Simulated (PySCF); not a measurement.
H4N+, charge +1. Atoms are numbered in the order given.

```xyz
5

N      0.0000     0.0000     0.0000
H      0.5912    -0.5912    -0.5912
H     -0.5912    -0.5912     0.5912
H     -0.5912     0.5912    -0.5912
H      0.5912     0.5912     0.5912
```
Charge +1, spin multiplicity 1.

The structure is a stationary point at r2SCAN-D4/def2-TZVPD.

All values below come from CAM-B3LYP/def2-TZVPD in PySCF.

Symmetry labels are those of the subgroup D2 that the program uses (full group Td).

List the valence orbital energies around the gap with their symmetry. (An estimate is asked for; the answer gives what the named calculation found.)


```tsv
orbital	symmetry	energy (eV)
HOMO−4	A	-401.68
HOMO−3	A	-36.13
HOMO−2	B1	-24.33
HOMO−1	B2	-24.33
HOMO	B3	-24.33
LUMO	A	-5.37
LUMO+1	B1	-2.95
LUMO+2	B2	-2.95
LUMO+3	B3	-2.95
```
